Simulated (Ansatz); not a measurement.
Consider the ligand exchange at a Ti–F bond: `[F][Ti]([F])([F])[SeH]` + CH₃OH → `C[O][Ti]([F])([F])[SeH]` + H–F.

Gas-phase electronic energies from Ansatz, PBE0-D4/def2-TZVP geometries. CCSD(T)/CBS is the MP2 limit (def2-TZVPP, def2-QZVPP) plus CCSD(T) − MP2 in def2-TZVPP, frozen cores. This one scheme is used for every species. DFT in def2-TZVPP. B3LYP here is the variant with VWN-RPA as its local correlation; programs differ in this. For Se, Ti outer-core shells are correlated without core-valence functions, which leaves a few kJ/mol of doubt a bond. Scalar relativity is left out up to krypton. Each species was taken in one conformer, which may not be the lowest.

`[F][Ti]([F])([F])[SeH]`:

```xyz
6

F     1.862   -0.282   -0.169
Ti    0.204    0.116   -0.532
F     0.067    1.558   -1.492
F    -0.525   -1.264   -1.309
Se   -0.975    0.611    1.511
H    -0.634   -0.740    1.991
```

CH₃OH:

Z-matrix (Å, degrees):
```
C
O 1 1.409
H 1 1.097 2 112.4
H 1 1.090 2 107.0 3 -118.5
H 1 1.097 2 112.4 3 123.0
H 2 0.959 1 108.5 3 -61.6
```

`C[O][Ti]([F])([F])[SeH]`:

Cartesian coordinates in Å:
```
C 0.160 1.365 1.460
O -0.023 0.477 0.400
Ti -0.391 -0.518 -0.968
F -0.125 0.327 -2.487
F -2.049 -1.101 -0.932
Se 1.167 -2.365 -0.735
H 0.434 2.350 1.076
H 0.961 0.996 2.106
H -0.762 1.444 2.041
H 0.628 -2.976 -1.962
```

H–F:

Z-matrix (Å, degrees):
```
F
H 1 0.920
```

Is it downhill or uphill in electronic energy at CCSD(T)/CBS, and by how much? (Estimate.)

The calculation gave: Uphill: ΔE = +3.7 kJ/mol.

What do these levels give: r2SCAN-D4, PBE0-D4, B3LYP-D4, ωB97X-V, B2PLYP, PBE, PBE0, HF/def2-TZVPP, HF/def2-QZVPP, MP2/def2-QZVPP, SCS-MP2/def2-QZVPP, CCSD/CBS(def2)? (An estimate is asked.)

The calculation gave: r2SCAN-D4 21.6, PBE0-D4 15.6, B3LYP-D4 14.3, ωB97X-V 21.7, B2PLYP 13.2, PBE 23.6, PBE0 20.0, HF/def2-TZVPP 22.0, HF/def2-QZVPP 23.7, MP2/def2-QZVPP -2.0, SCS-MP2/def2-QZVPP 5.0, CCSD/CBS(def2) 7.9 kJ/mol.

Largest T1 diagnostic among the species: 0.023, so the coupled-cluster value is less sure than usual.

The D4 term adds −7.4 kJ/mol with B3LYP and −4.4 kJ/mol with PBE0; it sums over pairs of atoms, weighted by their polarisabilities, and B3LYP, whose exchange is more repulsive, gets the larger term. In def2-TZVPP, CCSD(T) changes the Hartree–Fock value by −15.7 kJ/mol (the triples alone add −4.2 kJ/mol) and MP2 by −23.1 kJ/mol. From PBE to PBE0 (25 % exact exchange), in def2-TZVPP and without D4, ΔE moves by −3.6 kJ/mol.
